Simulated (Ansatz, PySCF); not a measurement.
Noncovalent pair: N2 (SMILES N#N) (first 2 atoms) with H2S (SMILES S); geometry from B3LYP-D3(BJ)/def2-TZVP.
(charge 0, multiplicity 1):
```xyz
5

N      0.40773    -0.85729    -0.59431
N      0.18694     0.07187    -0.06743
S     -0.36782     0.44285     3.66211
H     -0.41587     1.04363     2.46287
H      0.95795     0.62679     3.76707
```

Monomers are frozen at their geometry in the pair; levels with a basis set take the counterpoise correction. Rows marked so take none.

Rows in 6-31G* carry no dispersion term and start afresh at each structure (6-31G* with six Cartesian d functions).

The values were computed with Ansatz (Gaussian orbitals); PySCF for 6-31G* rows, the dispersion terms. 

Q: Give the interaction energy at the level revPBE-D4/def2-TZVPPD.

A: -0.5 kcal/mol

Ansatz is an electronic-structure program.
